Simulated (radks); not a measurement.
Spherical quantum dot in the effective-mass picture: electrons in a well V = -V0 / (1 + exp((r - R)/a)) with V0 = 17.3, R = 2.11, a = 0.22, with a point charge +1 (a donor) at the centre, all in effective atomic units (hartree* = m*/eps^2 hartree, bohr* = eps/m* bohr), one dielectric constant everywhere. Method: non-relativistic Kohn-Sham, PBEsol, spin-polarised, spherical densities; computed with a radial shooting solver with Libxc functionals. Levels are named by radial order and angular momentum (1s, 1p, 1d, 2s, ...), and open shells are averaged over m. Results are scaled to m* = 0.037 and eps = 6.3, for which hartree* = 25.37 meV and bohr* = 9.01 nm.

N = 3, configuration 1s2 1p(up 1, down 0). This is the lowest configuration that the search found. Occupied and some empty levels:

| level | occupation | eigenvalue (meV) | <r> (nm) |
|---|---|---|---|
| 1s up | 1 | -384.79 | 8.222 |
| 1s down | 1 | -382.58 | 8.127 |
| 1p up | 1 | -346.11 | 10.70 |
| 1p down | 0 | -343.11 | 10.69 |
| 1d up | 0 | -305.00 | 12.08 |
| 1d down | 0 | -301.90 | 12.10 |
| 2s up | 0 | -301.86 | 9.885 |
| 2s down | 0 | -300.09 | 9.957 |
| 1f up | 0 | -258.62 | 13.12 |
| 1f down | 0 | -255.67 | 13.15 |

Energy (meV): total -1203.65, kinetic 113.95, external -1380.4, Hartree 102.02, exchange-correlation -39.263.

Electron density:

| r (nm) | n(r) (e/nm^3) |
|---|---|
| 0.874 | 0.001387 |
| 2.34 | 0.001029 |
| 3.80 | 0.0007842 |
| 5.26 | 0.0006102 |
| 6.72 | 0.0004764 |
| 8.18 | 0.0003642 |
| 9.64 | 0.0002647 |
| 11.1 | 0.0001774 |
| 12.6 | 0.0001059 |
| 14.0 | 0.00005446 |
| 15.5 | 0.00002333 |
| 16.9 | 8.096e-06 |
| 18.4 | 2.239e-06 |
